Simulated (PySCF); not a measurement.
# How methods differ on the ionisation energy of Mn⁺

Mn⁺ [Ar] 3d5 4s1 (7S) → Mn²⁺ [Ar] 3d5 (6S), as a difference of total energies. Computed with PySCF 2.14 in aug-cc-pVDZ-DK (7s6p4d2f, 59 functions), with the spin-free X2C one-electron Hamiltonian (Gaussian nucleus). Correlated levels: valence: [Ar] frozen. The calculations carry no spin-orbit coupling.

```
           method  ionisation energy (eV)  error (eV)
              UHF                  14.885      -0.755
             TPSS                  15.957      +0.317
            B3LYP                  16.054      +0.414
    MP2 (valence)                  15.292      -0.348
SCS-MP2 (valence)                  15.021      -0.619
```

Reference: 15.640 eV (measured; NIST Atomic Spectra Database, ionization energies).

Errors of the correlated levels include the incompleteness of this basis and the frozen core.
